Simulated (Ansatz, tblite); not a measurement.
Forces on mer-[FeF3(NH3)3]- (FeN₃F₃H₉⁻) at its B3LYP-D4/def2-SVPD geometry. Charge -1, multiplicity 1.

The xTB rows come from tblite. At PBE0-D4/def2-TZVPD the restricted singlet is unstable: a solution with broken spin symmetry lies lower. At PBE0-D4/def2-TZVPD the highest occupied level of the charge -1 singlet lies above zero (up to 0.23 eV). Its loss leaves the charge 0 doublet, which lies 1.04 eV higher (vertical, at PBE0-D4/def2-TZVPD), but this difference is unsure: the doublet is doubtful (geometry relaxed on an unsound state). The restricted singlet is unstable towards broken spin symmetry at other levels; at r2SCAN0-D4/def2-TZVPD this wasn't settled. The geometry of the singlet was relaxed on an unsound state (restricted singlet, unstable towards broken spin symmetry at other levels and untested here). At PBE0-D4/def2-TZVPD a quintet of charge -1 lies 1.73 eV below the restricted singlet, each at its own geometry.

GFN2-xTB (tblite), largest force 0.96 eV/Å:

```xyz
16
positions Å, forces eV/Å
Fe    0.209    0.128    0.082    0.770    0.475    0.329
F     0.755   -0.329   -1.817   -0.006   -0.067   -0.177
F    -0.636    0.398    1.849   -0.142   -0.099   -0.081
F     1.893    1.081    0.564    0.218    0.141    0.095
N    -1.430   -0.890   -0.621   -0.564   -0.367   -0.285
H    -2.294   -0.362   -0.712    0.184   -0.166   -0.098
H    -1.636   -1.784   -0.185    0.037    0.153   -0.214
H    -0.947   -1.002   -1.525   -0.399   -0.027    0.420
N     1.224   -1.447    0.869    0.287   -0.546    0.207
H     0.835   -1.703    1.774    0.168    0.007   -0.093
H     2.032   -0.827    1.003   -0.233   -0.316   -0.005
H     1.481   -2.259    0.315    0.093    0.044    0.188
N    -0.377    2.013   -0.397   -0.236    0.570   -0.209
H    -1.032    2.345    0.307    0.143    0.061   -0.120
H    -0.644    2.293   -1.336    0.046    0.148    0.152
H     0.568    2.345   -0.171   -0.366   -0.012   -0.109
```

PBE0-D4/def2-TZVPD (Ansatz), largest force 0.24 eV/Å:

```
Fe 0.009 0.018 0.049
F -0.064 0.021 0.136
F 0.089 -0.021 -0.170
F -0.159 -0.090 -0.046
N -0.055 -0.032 -0.017
H 0.192 -0.122 0.021
H 0.042 0.203 -0.099
H -0.038 0.037 0.147
N 0.044 -0.012 0.022
H 0.075 0.062 -0.198
H -0.148 -0.068 -0.030
H -0.061 0.186 0.131
N 0.014 0.048 0.000
H 0.140 -0.082 -0.147
H 0.058 -0.063 0.221
H -0.141 -0.086 -0.020
```

r2SCAN0-D4/def2-TZVPD (Ansatz), largest force 0.45 eV/Å:

```
Fe 0.147 0.097 0.093
F -0.097 0.051 0.259
F 0.141 -0.041 -0.287
F -0.261 -0.147 -0.073
N -0.198 -0.137 -0.122
H 0.365 -0.235 0.033
H 0.080 0.382 -0.195
H -0.141 0.057 0.330
N 0.165 -0.144 0.104
H 0.161 0.113 -0.375
H -0.311 -0.186 -0.058
H -0.100 0.348 0.257
N -0.016 0.240 -0.036
H 0.276 -0.142 -0.286
H 0.116 -0.101 0.418
H -0.326 -0.156 -0.062
```
